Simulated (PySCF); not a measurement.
## Vertical excitation energies

Species: C3H7PSSi.
SMILES: `C#CCS[SiH2]P`

Method: PySCF, TDDFT CAM-B3LYP/def2-SVPD, vertical, gas phase, core orbitals frozen in the response. Isolated species at its GFN2-xTB geometry (one conformer only). Torsions of this conformer, `[CH:1]#[C:2][CH2:3][S:4][SiH2:5][PH2:6]`: C2–C3–S4–Si5 58°, C3–S4–Si5–P6 34°, H–P6–Si5–S4 173°, H–P6–Si5–S4 80°.

What does the calculation give for the low-lying excited states?

| state | E (eV) | E (hartree) | f | \|μ\| (D) | main configurations (H = HOMO, L = LUMO) |
| --- | --- | --- | --- | --- | --- |
| S1 | 5.32 | 0.1954 | 0.0056 | 0.53 | H→L (77%) |
| S2 | 5.96 | 0.2190 | 0.025 | 1.05 | H→L+1 (84%) |
| S3 | 6.26 | 0.2300 | 0.0030 | 0.35 | H-2→L (30%), H-3→L (12%) |
| S4 | 6.44 | 0.2367 | 0.020 | 0.89 | H-1→L (22%), H→L+2 (20%), H→L+4 (18%) |
| S5 | 6.53 | 0.2400 | 0.010 | 0.65 | H→L+3 (19%), H-1→L (13%), H-1→L+1 (12%) |
| S6 | 6.58 | 0.2420 | 0.0008 | 0.18 | H→L+2 (43%), H-1→L+1 (11%), H-1→L+3 (8%) |
| S7 | 6.66 | 0.2449 | 0.013 | 0.73 | H-1→L+4 (13%), H-1→L+2 (10%), H→L+2 (9%) |
| S8 | 6.80 | 0.2500 | 0.086 | 1.82 | H-1→L (29%), H-3→L (10%), H-1→L+3 (9%) |

Triplets (Tamm–Dancoff): T1 4.79 eV, H→L (75%); T2 5.26 eV, H-2→L (12%), H-2→L+4 (10%), H-1→L (8%); T3 5.60 eV, H→L+1 (68%).

The lowest singlet comes at 233 nm (513 kJ/mol) in the ultraviolet; it is weak; its leading configuration is HOMO→LUMO (77%). The strongest level in the table is S8 at 6.80 eV (182 nm, f = 0.086). It is the last of those listed, so stronger ones may follow. Löwdin shares by element: HOMO sulfur 64%, silicon 9%, phosphorus 8%, carbon 7% or more; LUMO sulfur 34%, silicon 14%, phosphorus 11%, carbon 11% or more (atoms not listed hold the other 30%). The listed states span 1.49 eV, and the widest gap between neighbours is 0.64 eV (S1 to S2). The oscillator strengths of these states sum to 0.163; summed over the whole spectrum of an exact calculation they would give the number of electrons, 70 (Thomas–Reiche–Kuhn). Of the 8 states listed, 5 reach f = 0.01 and none stays under 0.0005. The window holds the lowest 8 singlets.
